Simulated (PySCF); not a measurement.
Sn(Cl)2(Br)(Me), SMILES [CH3][Sn]([Cl])([Cl])[Br], singlet at its PBE0/def2-SVP optimised geometry (Å):

```
8

C      1.3660    -0.6306     0.0000
Sn    -0.7619    -0.6306     0.0000
Cl    -1.6124    -1.7400    -1.8753
Cl    -1.6143    -1.7442     1.8723
Br    -1.7148     1.6560     0.0000
H      1.7148     0.0436    -0.7932
H      1.7148    -0.2820     0.9809
H      1.7107    -1.6560    -0.1883
```

Calculation: PBE0/def2-TZVP, def2 effective core potentials past Kr (PySCF 2.14.0). The core electrons that the potentials of Sn replace are not part of the density.

Map of the Laplacian of the electron density (e/bohr⁵), clipped to [-1.50, 1.50] on the plane z = 0.8 Å:

```
|+++++++++++++++++++++++++++++|
|+++++++++++++++++++++++++++++|
|+++++++++++++++++++++++++++++|
|+++++++++++++++++++++++++++++|
|+++++++++++++++++++++++++++++|
|+++++++++++++++++++++++++++++|
|+++++++++++++++++++++++++++++|
|++++++++==+++++++++++++++++++|
|+++++++=+=+++++++++++++++++++|
|+++++++===+++++++++++++++++++|
|+++++++++++++++++++++++++++++|
|+++++++++++++++++++++++++++++|
|+++++++++++++++++++++++++++++|
|+++++++++++++++++++++++++++++|
|+++++++++++**++++++==++++++++|
|++++++++++#%%*+++++- =+++++++|
|+++++++++*%@@#+++++--++++++++|
|++++++++++#@@*+++++++++++++++|
|++++++++++*#*++++++++++++++++|
|+++++++++++++++++++++++++++++|
|+++++++++++++++++++++++++++++|
|+++++++++++++++++++++++++++++|
|+++++++++++++++++++++++++++++|
|+++++++++++++++++++++++++++++|
|+++++++++++++++++++++++++++++|
|+++++++++++++++++++++++++++++|
|+++++++++++++++++++++++++++++|
|+++++++++++++++++++++++++++++|
|+++++++++++++++++++++++++++++|
```
Scale: ten equal steps from -1.50 (start of ' ') to 1.50 (end of '@'), in the order ' .:-=+*#%@'; x runs from -4.00 to 4.00, y from -4.00 (bottom) to 4.00 (top).
